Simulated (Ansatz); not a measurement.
Reaction (cleavage of the Si–B bond): `O[SiH2]B(O)F` + `[NH2][AlH2]` → `O[SiH2][NH][AlH2]` + `OBF`

Program: Ansatz. Geometries: PBE0-D4/def2-TZVP. ΔE: electronic, gas phase. CCSD(T)/CBS adds triple-zeta CCSD(T) − MP2 to the extrapolated MP2 energy (def2 sets, frozen cores). This one scheme is used for every species. Functionals use def2-TZVPP. HSE06 is defined as in plane-wave codes. Each species was taken in one conformer, which may not be the lowest.

| level | ΔE (kJ/mol) |
| --- | --- |
| HSE06 | -92.0 |
| SCS-MP2/def2-QZVPP | -111.8 |

(1) What does CCSD(T)/CBS give? (Best estimate.)

(2) What do rigid-rotor, harmonic-oscillator terms from PBE0-D4/def2-TZVP frequencies (298.15 K, 1 bar) make of the CCSD(T)/CBS value? (Estimate.)

Largest T1 diagnostic among the species: 0.013.

Results:

(1) Computed: -104.5 kJ/mol. The listed levels differ from it by 12.5, -7.3 kJ/mol.

(2) Ansatz gave: ΔZPE = -0.4 kJ/mol, ΔH = -106.3 kJ/mol, ΔS = -2 J/(mol·K), ΔG = -105.5 kJ/mol. Modes under 50 cm⁻¹ make the entropy rough.

Leaving LDA and LC-ωPBE aside and taking each functional with its dispersion term where it has one, the values, not all of them listed here, spread over 23.2 kJ/mol, from BHLYP-D4 to PBE-D4. LDA lies −5.0 kJ/mol from PBE without D4. From r2SCAN to r2SCAN0 (25 % exact exchange), in def2-TZVPP and without D4, ΔE moves by −4.2 kJ/mol.
